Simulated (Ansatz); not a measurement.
Cartesian coordinates in Å:
```
C -0.9117 -0.5694 -1.8896
O 0.0354 -0.1313 -0.9679
Ti 0.4924 0.1521 0.7216
O 1.8204 -1.0071 1.1397
O 1.0244 1.8599 0.9585
O -0.9245 -0.1307 1.8034
H -0.5606 -1.4825 -2.3809
H -1.0704 0.1970 -2.6552
H -1.8691 -0.7798 -1.4008
H 2.2045 -1.1786 2.0005
H 1.1734 2.5720 0.3366
H -1.4142 0.4985 2.3341
```

Charge 0, multiplicity 1.

(1) List the PBE0/def2-TZVPP orbital energies in eV (the Gaussian-basis code of Ansatz). (An estimate is asked.)

## Answers

(1) Computed: Occupied: -4875.00, -545.54, -522.71, -522.41, -522.41, -522.12, -455.19, -455.18, -455.15, -279.45, -66.72, -42.34, -42.26, -42.20, -27.77, -27.01, -26.86, -26.63, -18.83, -13.72, -13.61, -13.36, -13.09, -12.70, -12.68, -10.14, -9.87, -9.66, -9.47, -9.29, -8.59, -8.45, -8.27. Lowest empty: -1.08, -0.87, -0.11, 0.02, 0.18, 0.23, 1.61, 1.68.
